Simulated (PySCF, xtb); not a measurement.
CH₇OPSi, SMILES CO[SiH2]P. The values are those of a single conformer.

Harmonic wavenumbers (cm⁻¹) from GFN2-xTB run with xtb at its own minimum, in rising order: 77, 103, 109, 159, 287, 442, 469, 609, 669, 682, 725, 763, 795, 1129, 1133, 1143, 1160, 1416, 1477, 1483, 2196, 2307, 2315, 2398, 2935, 2957, 2990.

Problem. What does PBE-D3(BJ)/def2-SVP run with PySCF give at its own minimum? (An estimate is asked for; the answer gives what the named calculation found.)

Solution. 83, 101, 122, 170, 255, 419, 455, 620, 685, 738, 745, 855, 901, 1044, 1115, 1135, 1167, 1420, 1421, 1425, 2123, 2187, 2312, 2332, 2913, 2982, 3042. Paired by order, the mean absolute difference is 37 cm⁻¹ and the zero-point energies are 47.1 and 46.8 kcal/mol.
